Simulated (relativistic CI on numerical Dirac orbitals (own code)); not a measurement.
## Electric-dipole transitions in Ge III

Calculated at this level of theory: Dirac-Coulomb-Breit CI, orbitals from a KLI potential per configuration, a model potential for QED, valence Slater integrals scaled by 0.85, P86 correlation energy added to each configuration (own radial code, finite nucleus).

CI space (outside the closed core [Ar] 3d10): 4s², 4s4p, 4p², 4s4d, 4s4f, 4d², 4s5s, 4s5p, 4p4d, 4s6s, 4s5d, 4f², 4s6p, 4p4f, 4s5f, 4s7s, 4s5g, 4s6d, 4s7p, 4s6f, 4p5s, 4d4f. Levels of other configurations are missing.

```csv
λ vac (nm),Lower,Upper,A (s⁻¹),E lower (cm⁻¹),E upper (cm⁻¹)
81.021,4s4p ¹P°1 [5],4s5d ¹D2 [30],1.94e+09,89553.7,212978.8
99.308,4s4p ³P°0 [2],4s4d ³D1 [11],2.28e+09,58070.7,158767.2
99.961,4s4p ³P°1 [3],4s4d ³D2 [12],3.03e+09,58788.5,158827.1
100.02,4s4p ³P°1 [3],4s4d ³D1 [11],1.70e+09,58788.5,158767.2
101.41,4s4p ³P°2 [4],4s4d ³D3 [13],3.97e+09,60312.2,158918.1
101.51,4s4p ³P°2 [4],4s4d ³D2 [12],1.01e+09,60312.2,158827.1
109.67,4p² ¹D2 [6],4p4d ¹D°2 [44],3.19e+09,140713.3,231895.3
111.66,4s² ¹S0 [1],4s4p ¹P°1 [5],3.50e+09,0.0,89553.7
114.28,4s4p ³P°1 [3],4p² ³P2 [9],8.64e+08,58788.5,146294.1
115.42,4s4p ³P°0 [2],4p² ³P1 [8],1.16e+09,58070.7,144714.6
116.30,4s4p ³P°2 [4],4p² ³P2 [9],2.42e+09,60312.2,146294.1
116.98,4s4p ¹P°1 [5],4s4d ¹D2 [16],5.53e+09,89553.7,175036.0
118.48,4s4p ³P°2 [4],4p² ³P1 [8],1.27e+09,60312.2,144714.6
315.83,4s5p ¹P°1 [20],4s5d ¹D2 [30],4.44e+08,181316.6,212978.8
321.67,4s5p ³P°1 [18],4s5d ³D2 [27],3.40e+08,177969.7,209057.9
418.01,4s4f ³F°2 [22],4s5g ³G3 [45],3.17e+08,208765.8,232688.6
418.67,4s4f ³F°3 [23],4s5g ³G4 [46],2.84e+08,208803.5,232688.8
419.98,4s4f ³F°4 [24],4s5g ³G5 [48],3.46e+08,208881.9,232692.8
421.21,4s4f ¹F°3 [25],4s5g ¹G4 [47],2.99e+08,208951.4,232692.8
435.90,4s5s ³S1 [10],4s5p ³P°1 [18],1.60e+08,155028.5,177969.7
```

Terms are leading LS components. Brackets give the number of a level in order of energy, since labels repeat. The list gives strong lines, with weight on those to low levels, without lines whose two gauges differ by over a factor of 2.5, among the lowest 72 of 126 levels, so that lines to higher ones, which can be the strongest, are missing, and without lines across small gaps between configurations, and without 135 lines that miss the measured interval by over 3.5 %, start from a term whose rates miss tabulated ones by over 60 %, have gauges far apart or, lacking measured levels, span too small a gap for the errors found; lines with a level outside our table were not tested and can miss by more. Levels whose partners in the same complex of configurations lie outside the list can be far off, and so can their lines. Rates are taken at the computed energies, electric ones in the length gauge.

Correlation outside the listed configurations is missing or only estimated: errors of thousands of cm⁻¹ between configurations and terms are usual at this charge. Rates and lifetimes follow the computed energies and can be off by large factors. The fine structure of a lone outer electron comes out too small, for d and f at times inverted, and misplaced configurations move strength between like terms. 40 of the 44 excited levels that our extract of the measured tables holds in this range could be paired (the sources list more); they are missed by 3421 cm⁻¹ on average and 6812 at most, and levels without a partner can miss by more.

(1) From the table, what is the radiative lifetime of 4s5d ¹D2?

## Answers

(1) The listed rates from this level add up to about 2.38e+09 s⁻¹, 100 % of its decay; with all channels τ = 4.18e-10 s.

LS names give the leading component of a level, which can be under half, so a name can repeat, a term be missing and a line seem to break the LS rules.
